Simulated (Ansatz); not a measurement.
`Cc1cc(-c2sc(-c3sc(-c4sc(C#C[Si](C)(C)C)cc4C)cc3C)cc2C)sc1C#C[Si](C)(C)C` with charge +1. Total charge 1; doublet. Geometry r2SCAN-D4/def2-SVP, that of the neutral singlet; atoms count from 1.

```xyz
70

C     4.361    1.860   -6.413
C     3.641    1.368   -5.196
C     2.648    0.361   -5.196
C     2.132    0.063   -3.937
C     1.116   -0.894   -3.576
S     0.173   -0.665   -2.124
C    -0.710   -2.149   -2.371
C    -1.712   -2.576   -1.430
S    -1.659   -2.009    0.222
C    -3.112   -2.876    0.647
C    -3.660   -2.789    1.977
S    -3.329   -1.391    2.966
C    -4.259   -2.030    4.298
C    -4.389   -1.313    5.497
C    -4.505   -0.666    6.538
Si   -4.664    0.310    8.093
C    -5.884   -0.571    9.220
C    -2.974    0.421    8.910
C    -5.293    2.027    7.655
C    -4.801   -3.266    3.957
C    -4.471   -3.709    2.654
C    -4.920   -5.028    2.099
C    -3.576   -3.589   -0.453
C    -2.803   -3.430   -1.629
C    -3.163   -4.072   -2.934
C    -0.290   -2.758   -3.549
C     0.736   -2.066   -4.239
C     1.359   -2.579   -5.502
S     2.903    1.043   -2.719
C     3.892    1.857   -3.909
C     4.807    2.852   -3.536
C     5.620    3.723   -3.222
Si    6.833    5.025   -2.749
C     7.249    6.026   -4.286
C     6.052    6.121   -1.436
C     8.380    4.197   -2.071
H     3.773    1.674   -7.323
H     5.333    1.350   -6.531
H     4.570    2.939   -6.342
H     2.282   -0.107   -6.111
H    -6.013   -0.017   10.166
H    -5.535   -1.586    9.467
H    -6.873   -0.661    8.742
H    -3.030    1.006    9.843
H    -2.587   -0.580    9.157
H    -2.244    0.910    8.245
H    -6.276    1.975    7.161
H    -4.599    2.540    6.970
H    -5.397    2.648    8.561
H    -5.415   -3.839    4.655
H    -5.223   -5.705    2.911
H    -4.118   -5.515    1.522
H    -5.788   -4.916    1.426
H    -4.495   -4.175   -0.432
H    -3.020   -3.378   -3.778
H    -4.214   -4.396   -2.927
H    -2.546   -4.964   -3.137
H    -0.674   -3.721   -3.888
H     1.166   -3.655   -5.617
H     2.449   -2.419   -5.507
H     0.950   -2.075   -6.395
H     6.349    6.505   -4.703
H     7.684    5.385   -5.070
H     7.979    6.818   -4.051
H     5.777    5.537   -0.543
H     5.138    6.606   -1.815
H     6.753    6.913   -1.121
H     8.839    3.538   -2.826
H     8.146    3.585   -1.186
H     9.130    4.950   -1.776
```

Single mean-field runs in def2-SVP are fitted with def2-universal-jkfit.

(1) Estimate the Mulliken populations of the heavy atoms from the PBE0/def2-SVP orbitals of Ansatz.

(2) Where does the spin sit?

(3) And the Mayer bond orders between heavy atoms (over 0.3)?

Results:

(1) 
| atom | charge (e) | spin (α − β) |
| --- | --- | --- |
| C1 | 0.05 | 0.00 |
| C2 | -0.07 | -0.04 |
| C3 | -0.01 | 0.09 |
| C4 | -0.11 | 0.00 |
| C5 | -0.08 | 0.14 |
| S6 | 0.19 | -0.03 |
| C7 | -0.09 | 0.06 |
| C8 | -0.09 | 0.08 |
| S9 | 0.19 | -0.03 |
| C10 | -0.08 | 0.12 |
| C11 | -0.10 | 0.01 |
| S12 | 0.21 | -0.02 |
| C13 | -0.14 | 0.14 |
| C14 | 0.16 | -0.07 |
| C15 | -0.35 | 0.13 |
| Si16 | 0.51 | -0.01 |
| C17 | -0.32 | 0.00 |
| C18 | -0.32 | 0.00 |
| C19 | -0.32 | 0.00 |
| C20 | 0.04 | -0.04 |
| C21 | -0.09 | 0.09 |
| C22 | 0.01 | -0.01 |
| C23 | -0.01 | 0.01 |
| C24 | -0.09 | 0.07 |
| C25 | 0.01 | -0.01 |
| C26 | -0.01 | 0.06 |
| C27 | -0.09 | 0.02 |
| C28 | 0.02 | 0.00 |
| S29 | 0.22 | -0.02 |
| C30 | -0.14 | 0.17 |
| C31 | 0.12 | -0.08 |
| C32 | -0.36 | 0.15 |
| Si33 | 0.51 | -0.01 |
| C34 | -0.32 | 0.00 |
| C35 | -0.32 | 0.00 |
| C36 | -0.32 | 0.01 |
Mulliken values depend strongly on the basis.

(2) Summed by element: C 1.10, S -0.10, Si -0.02, H 0.02, of 1 unpaired in all. Largest on single atoms: C30 0.17, C32 0.15, C5 0.14.

(3) C1–C2 1.10 (1.50 Å); C2–C3 1.35 (1.41 Å); C2–C30 1.39 (1.40 Å); C3–C4 1.39 (1.39 Å); C4–C5 1.21 (1.44 Å); C4–S29 1.11 (1.74 Å); C5–S6 1.12 (1.75 Å); C5–C27 1.40 (1.40 Å); S6–C7 1.11 (1.74 Å); C7–C8 1.23 (1.44 Å); C7–C26 1.37 (1.39 Å); C8–S9 1.11 (1.75 Å); C8–C24 1.39 (1.40 Å); S9–C10 1.12 (1.74 Å); C10–C11 1.20 (1.44 Å); C10–C23 1.38 (1.39 Å); C11–S12 1.11 (1.74 Å); C11–C21 1.41 (1.40 Å); S12–C13 1.12 (1.75 Å); C13–C14 1.07 (1.40 Å); C13–C20 1.40 (1.39 Å); C14–C15 2.69 (1.23 Å); C15–Si16 0.81 (1.84 Å); Si16–C17 1.04 (1.88 Å); Si16–C18 1.04 (1.88 Å); Si16–C19 1.04 (1.88 Å); C20–C21 1.34 (1.42 Å); C21–C22 1.09 (1.50 Å); C23–C24 1.37 (1.42 Å); C24–C25 1.09 (1.50 Å); C26–C27 1.37 (1.42 Å); C27–C28 1.09 (1.50 Å); S29–C30 1.12 (1.75 Å); C30–C31 1.08 (1.40 Å); C31–C32 2.68 (1.23 Å); C32–Si33 0.81 (1.84 Å); Si33–C34 1.04 (1.88 Å); Si33–C35 1.04 (1.88 Å); Si33–C36 1.04 (1.88 Å).
